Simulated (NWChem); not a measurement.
# MgSiH$_{3}$I; SMILES [Mg]([I])[SiH3]

```xyz
6

Mg     0.0461    -1.0178     0.0003
I      0.3663     1.5343     0.0015
Si    -0.2748    -3.5657    -0.0010
H     -0.4858    -4.1071    -1.3847
H     -1.4629    -3.9860     0.8134
H      0.9145    -4.2834     0.5672
```
Atoms are numbered in this order, from 1.

Level: PBE0/def2-SVP with def2 effective core potentials on I (NWChem), optimised geometry, unscaled harmonic frequencies. def2 effective core potentials on I; no spin-orbit coupling.

```csv
frequency (cm⁻¹),IR intensity (km/mol)
89,18.2
89,18.2
192,5.4
397,0.3
397,0.2
442,76.6
839,319.3
936,38.4
936,38.3
2191,84.9
2201,86.0
2202,85.9
```

```yaml
zero_point_energy: 15.6 kcal/mol
thermal correction to the enthalpy at 298.15 K (with zero-point energy): 19.9 kcal/mol
heat capacity Cv: 17.6 cal/(mol K)
entropy at 298.15 K and 1 atm (symmetry number 3): 78.5 cal/(mol K)
```

Rigid rotor and harmonic oscillator; modes under 100 cm⁻¹ make the entropy uncertain.
